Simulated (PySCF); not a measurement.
## Electron correlation in S+ (sulfur, charge +1)

[Ne] 3s2 3p3, high-spin 4S determinant. All numbers are calculated (PySCF 2.14, scalar relativity by spin-free X2C-1e, in aug-cc-pCVTZ-DK (8s7p5d3f, 75 functions)). Frozen: [Ne]; 5 electrons correlated.

```
  level  correlation energy (mhartree)
   CCSD                        -110.90
    (T)                          -3.66
CCSD(T)                        -114.56
```

Diagnostics: T1 = 0.0037, D1 = 0.0093, largest double amplitude 0.046.

Cost of the coupled-cluster step: about 10 core-seconds, for 5 correlated electrons.
